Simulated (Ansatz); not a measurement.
CHF$_{2}$, charge -1, singlet, geometry from GFN2-xTB (a gas-phase anion, which may not be bound at this level); MP2/aug-cc-pVDZ (Ansatz, a first-principles code).

The Ansatz input:
Ansatz 0.2 input:
```yaml
crystal:
  periodic: [false, false, false]
  atoms:
    - {symbol: C, position_ang: [-0.12204909, -0.00422136, 0.64509125]}
    - {symbol: F, position_ang: [-0.02347795, 1.13289904, -0.27210005]}
    - {symbol: F, position_ang: [0.00314120, -1.13074558, -0.28187669]}
    - {symbol: H, position_ang: [0.91532526, 0.00594698, 1.11524321]}
basis:
  gaussian:
    orbitals: aug-cc-pVDZ
total_charge: -1
magnetization: {spin_polarized: false}
correlation: {method: mp2}
```

What does Ansatz print? Leave out banner, timings and long lists.


```
Functional definition: HF
741 factors; integrals over basis functions are off by at most 6.1e-4 eV
mean field evaluation 1: about -6454.9939 eV, gradient 2.3e1 eV
mean field evaluation 2: about -6454.9953 eV, gradient 2.3e1 eV
mean field evaluation 4: about -6456.4969 eV, gradient 2.3e0 eV
mean field evaluation 8: about -6456.5482 eV, gradient 9.8e-2 eV
mean field -6456.54837225 eV, -237.2737762744 hartree, gradient 1.0e-6 eV, S^2 0.000000; 0 other end points of the search recorded, 0 dependent functions left out
3 core orbitals not correlated
reference -6456.54837225 eV, -237.2737762744 hartree; 10, 10 occupied and 65, 65 virtual orbitals, 741 factors
second order -15.44622016 eV of doubles, -0.00000000 eV of singles
Total energy: -6471.99459241 eV, -237.8414143954 hartree
```
